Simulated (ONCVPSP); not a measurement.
Potentials for vanadium (V) compared

Generated with ld1.x 7.5 (TM, RRKJ, ultrasoft, PAW), atompaw 4.2 or ONCVPSP 4.0.1. The cutoff is in Ry: for ld1.x and atompaw files where the sum of valence levels is converged to 10 mRy in a Bessel basis, for ONCV files where the hardest occupied wave has 1 mHa per electron of residual kinetic energy. The error is the largest all-electron minus pseudo excitation energy over each file’s own four to seven test configurations (ionisations up to +4, promotions, holes and added fractions of an electron), all of which were solved. The labels leave out finer settings (local radius, basis sizes, second energies), which also bear on the numbers. Spin-polarised tests are not counted. The rows are a selection from randomly drawn settings: files with unsolved tests, undetermined cutoffs or missed reference levels are left out.

A true bound ghost makes a file unfit for plane-wave use even where its test errors are small: the radial tests pick states by their node count and pass the ghost by.

```tsv
potential	cutoff (Ry)	largest error (meV)	bound ghosts
ONCV, PBE, scalar-relativistic, rc 1.86/1.80/1.24/1.98 (spdf), local smoothed, core correction yes, reference 3s2 3p6 3d3 4s1.75 4p0.25, qcut 6.8/9.8/10.1/7.3, projectors 2/2/2/2	87	+4.0	none
ONCV, PBE, fully relativistic, rc 1.35/1.60/1.60 (spd), local smoothed, core correction yes, reference 3s2 3p6 3d3 4s2, qcut 7.4/10.7/10.7, projectors 3/1/2	78	-153	s
ONCV, PBE, scalar-relativistic, rc 1.80/1.95/1.40 (spd), local smoothed, core correction yes, reference 3s2 3p6 3d3 4s1.5 4p0.5, qcut 5.8/8/8.9, projectors 2/2/1	80	+20	none
ONCV, PBE, scalar-relativistic, rc 1.85/1.30/2.40 (spd), local smoothed, core correction yes, reference 3s2 3p6 3d3 4s2, qcut 7.1/12.8/5.5, projectors 2/2/2	77	+254	none
```

(1) Fill in the row for V: ONCV, LDA (Perdew-Zunger), fully relativistic, rc 1.90/1.50/2.25 (spd), local smoothed, core correction no, reference 3s2 3p6 3d3 4s2, qcut 8.3/9.9/8.5, projectors 2/1/2.

(2) Fill in the row for V: ONCV, LDA (Perdew-Zunger), scalar-relativistic, rc 2.80/2.80/2.35 (spd), local smoothed, core correction yes, reference 3d3 4s2, qcut 2/3.4/8, projectors 2/1/2.

(3) Fill in the row for V: ONCV, PBE, scalar-relativistic, rc 1.35/1.35/1.80 (spd), local smoothed, core correction no, reference 3s2 3p6 3d3 4s2, qcut 10.1/11.6/6.9, projectors 2/2/2.

Answers

(1) cutoff 50 Ry, largest error +126 meV, bound ghosts: none.

(2) cutoff 42 Ry, largest error -171 meV, bound ghosts: none.

(3) cutoff 66 Ry, largest error +103 meV, bound ghosts: none.
